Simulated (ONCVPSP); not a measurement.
## Building the ONCV potential for Mg (Z = 12) (Wu-Cohen, scalar-relativistic).

ONCVPSP 4.0.1 input, shortened (lines: element, Z, core and valence counts, functional; n l f; lmax; l rc ep ncon nbas qcut; lloc lpopt rc5 dvloc0; l nproj debl; icmod fcfact rcfact), Wu-Cohen, scalar-relativistic:

```
  Mg 12.00    3    1  -118130      upf
    1    0    2.00
    2    0    2.00
    2    1    6.00
    3    0    1.00
    2
    0    2.10    0.00    4    7    3.30
    1    2.20    0.38    4    8    3.80
    2    2.25    0.42    4    7    4.70
    4    5    1.40    0.00
    0    2    2.90
    1    3    3.60
    2    3    2.50
    3    3.00    1.75
```

In the p channel the program set the typed energies aside and used 0.050, 3.650, 7.250 Ha.

- Cutoffs needed: 4.1 Ha and 6.0 Ha (the cutoffs (Ha) at which the residual kinetic energy of the hardest occupied pseudo-wave falls to 1 and 0.1 mHa per electron) The cutoffs count occupied waves only; projector 3 of the p channel, the hardest unoccupied one, needs 54 Ha at the loose tolerance.
- Ghost test: no bound ghost flagged but for a GHOST(-) flag that falls on a real empty level of the atom; GHOST(+) flagged for s at 100.1 eV
- Largest excitation error: -71 meV (all-electron minus pseudo) for 3s2, out of 4 test configurations
- rms error of d²Exc/dni dnj: 2.01 mHa without and 16.53 mHa with the model core
